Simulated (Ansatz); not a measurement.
Task: Name a neutral molecule of B, C, S and H with ideal-gas entropy at 298 K and 1 bar (rigid rotor, harmonic PBE0-D4/def2-TZVP) between 355 and 371 J/(mol·K) and HOMO energy (B3LYP/def2-TZVPP) between -7.30 and -7.00 eV (Ansatz, PBE0-D4/def2-TZVP geometry).

Result: `CCB(S)S` (358 J/(mol·K), -7.19 eV); `CSB(C)C` (369 J/(mol·K), -7.01 eV). Other molecules can fit too; these were computed, each in one conformer that needn't be the lowest.

B3LYP here is the variant with VWN-RPA as its local correlation; programs differ in this.
